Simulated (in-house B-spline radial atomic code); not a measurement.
Ionising the carbon ion C²⁺ with different functionals

Computed with a B-spline radial code for spherical atoms: scalar-relativistic (spin-free X2C) Hamiltonian, Fermi nucleus of rms radius 2.4702 fm, spin-polarised at highest spin, spherical fractional occupations for the functionals, the average over the highest-spin determinants for Hartree-Fock. The ionisation energy is the difference of two self-consistent energies, [He] 2s2 → [He] 2s1, without Breit or QED terms; ε is the level of the shell that loses the electron (its least bound occupied spin orbital).

```csv
method,rung,ΔSCF (eV),-ε(2s) (eV)
Hartree-Fock,Hartree-Fock,45.80,46.12
HF fractional,Hartree-Fock,45.80,46.12
LDA VWN5,LDA,46.97,40.17
LDA PW92,LDA,46.96,40.17
LDA exchange-only,LDA,45.04,38.72
PBE,GGA,47.12,40.38
PBEsol,GGA,46.84,40.18
BLYP,GGA,47.12,40.30
RPBE,GGA,47.23,40.42
PW91,GGA,47.22,40.44
BP86,GGA,47.20,40.46
AM05,GGA,46.78,40.12
OLYP,GGA,47.12,40.36
TPSS,meta-GGA,47.16,40.67
r2SCAN,meta-GGA,46.64,40.68
revTPSS,meta-GGA,47.13,40.74
PBE0,global hybrid,47.06,42.05
B3LYP,global hybrid,47.25,41.79
TPSSh,global hybrid,47.14,41.31
BHandHLYP,global hybrid,47.04,43.63
r2SCAN0,global hybrid,46.71,42.22
B97-1,global hybrid,47.22,41.77
HSE06,range-separated hybrid,47.06,41.63
wB97X,range-separated hybrid,46.53,44.69
CAM-B3LYP,range-separated hybrid,47.23,43.62
LC-wPBE,range-separated hybrid,47.23,45.30
```

(1) Among the functionals, which spreads more, the ΔSCF values or the orbital energies?

(2) How do they compare with the NIST value?

Results:

(1) The orbital energies: ΔSCF values span about 2.21 eV and the orbital energies 6.58 eV.

(2) NIST lists 47.888 eV (measured, ground level to ground level). Errors run from -2.85 to -0.64 eV; B3LYP is closest (-0.64 eV), but part of that can be cancellation, since the calculations leave out Breit-QED terms, the near-degeneracy of s² and p². Hartree-Fock also lacks correlation.
